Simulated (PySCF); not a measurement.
Br2Mg: a base run and its variants

Base input, run as `OMP_NUM_THREADS=1 python input.py` with PySCF 2.14:

```python
from pyscf import gto, scf, mp

mol = gto.M(
    atom='Mg 0 0 0; Br 0 0 2.3901; Br 0 0 -2.3901',
    basis='6-31g',
    charge=0,
    spin=0,
    symmetry=True,
    verbose=4,
)
mf = scf.RHF(mol)
mf.kernel()
mp.MP2(mf).kernel()
mf.dip_moment()
print('orbital energies (hartree):', mf.mo_energy[..., max(0, mol.nelec[1]-3):mol.nelec[0]+3].round(4))
```

Base result: E(SCF) = -5343.848134 Eh, 9 cycles, E(MP2) − E(SCF) = -0.40001 Eh, μ(SCF) = 0.00 D. 

Run time: 3.7 s on 1 thread of Arm Neoverse N1 (shared host), peak memory 0.17 GiB.

Each row names what differs from the base; energies in brackets are changes from the base.

| change | result | wall time (s) |
| --- | --- | --- |
| step after the SCF: mp2 → tda; number of roots: default → 6 | E(SCF) = -5343.848134 Eh (+0.0000 eV), 9 cycles, μ(SCF) = 0.00 D, first singlet excitations without spin–orbit coupling 5.88, 5.88, 6.15, 6.15, 7.02 eV | 6 |
| length unit: angstrom → bohr [unsound on purpose] | E(SCF) = -5341.253050 Eh (+70.6158 eV), 9 cycles, E(MP2) − E(SCF) = -0.39838 Eh, μ(SCF) = 0.00 D | 4.2 |
| basis set: 6-31g → 6-31g(3d) [unsound on purpose] | stops with BasisNotFoundError (Basis set not found for Br in 6-31g(3d)) | 1.4 |
| electric field along z (a.u.): none → -0.01; point-group symmetry: on → off | E(SCF) = -5343.851787 Eh (-0.0994 eV), 10 cycles, E(MP2) − E(SCF) = -0.40069 Eh, μ(SCF) = 1.86 D | 3.7 |
| level shift (hartree): none → 5 [unsound on purpose] | not converged: SCF after 50 cycles | 4.6 |
| point-group symmetry: on → off | E(SCF) = -5343.848134 Eh (+0.0000 eV), 9 cycles, E(MP2) − E(SCF) = -0.40001 Eh, μ(SCF) = 0.00 D | 3.7 |
| smearing width (hartree): none → 0.05; step after the SCF: mp2 → none | E(SCF) = -5343.804554 Eh (+1.1859 eV), 12 cycles, μ(SCF) = 0.00 D | 3.3 |
| spin (2S): 0 → 4; SCF type: RHF → UHF | not converged: SCF after 50 cycles | 7.3 |
| basis set: 6-31g → cc-pvdz-dk; spin-free X2C: off → on | E(SCF) = -5408.753210 Eh, 9 cycles, E(MP2) − E(SCF) = -0.30072 Eh, μ(SCF) = 0.00 D | 3.8 |
| frozen orbitals: 0 → 41 [unsound on purpose] | stops with AssertionError after the SCF | 3.3 |
